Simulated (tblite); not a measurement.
C6H5F3O.
Bonds: C1–C2 (double), C2–O3, O3–C4, C4–C5, C4–C6 (double), C6–C7, C7–F8, C7–F9, C7–F10, C2–C6. Hydrogens: H11, H12 on C1; H13, H14, H15 on C5.

Computed geometry: GFN2-xTB, gas phase.

Problem. What internal coordinates does the optimisation give?

Solution. 
| bond | length (pm) | order |
| --- | --- | --- |
| C1=C2 | 131.5 | double |
| C2–O3 | 141.7 | single |
| O3–C4 | 138.8 | single |
| C4–C5 | 146.6 | single |
| C4=C6 | 135.8 | double |
| C6–C7 | 147.3 | single |
| C7–F8, C7–F9, C7–F10 | 134.7 | single |
| C2–C6 | 146.8 | single |
| C1–H11 | 107.5 | single |
| C1–H12 | 107.4 | single |
| C5–H13, C5–H14, C5–H15 | 108.9 | single |

Bonds in one row agree within 1 pm and their mean is given. Orders are formal, as drawn. A selection of angles:
| angle | degrees |
| --- | --- |
| C1–C2–O3 | 129.1 |
| C1–C2–C6 | 141.2 |
| O3–C2–C6 | 89.7 |
| C2–O3–C4 | 87.8 |
| O3–C4–C5 | 124.4 |
| O3–C4–C6 | 95.6 |
| C5–C4–C6 | 139.9 |
| C4–C6–C7 | 137.2 |
| C2–C6–C4 | 86.9 |
| C2–C6–C7 | 135.9 |
| C6–C7–F8 | 113.1 |
| C6–C7–F10 | 111.8 |
| F8–C7–F9 | 105.4 |
| F9–C7–F10 | 106.6 |

Dihedral angles: C1–C2–O3–C4 180° (antiperiplanar); C2–O3–C4–C5 180° (antiperiplanar); O3–C4–C6–C7 180° (antiperiplanar); C4–C6–C7–F8 116° (anticlinal); C1–C2–C6–C4 180° (antiperiplanar). The mirror-image conformer, all signs reversed, is as good.

The C–O distances run from 1.388 Å (O3–C4, drawn single) to 1.417 Å (C2–O3, drawn single), a spread of 0.029 Å. The C–C distances run from 1.315 Å (C1=C2, drawn double) to 1.473 Å (C6–C7, drawn single), a spread of 0.158 Å. Of the pairs four or more bonds apart, F10···H15 is among the closest relative to their van der Waals radii: 2.73 Å, 102 % of the sum of Bondi's values. The 4-membered ring C2–O3–C4–C6 has internal angles of 86.9° to 95.6° (sum 360°, against 360° for a flat polygon); it is planar, 0.00 Å rms from its mean plane, widest ring torsion 0°.

Point group: near Cs, missed by 0.16 Å at most; the miss may be what the optimiser left on a soft mode. Its lowest GFN2-xTB frequency is 11 cm⁻¹, too small to tell a flat minimum from a shallow saddle. 2 starts were optimised and ended at 0.00 and 0.48 kcal/mol (GFN2-xTB); the lowest of these is shown.

Hardware: Arm Neoverse V2, one thread, on a shared host. Cost: 0.36 s. This is the geometry optimisation.
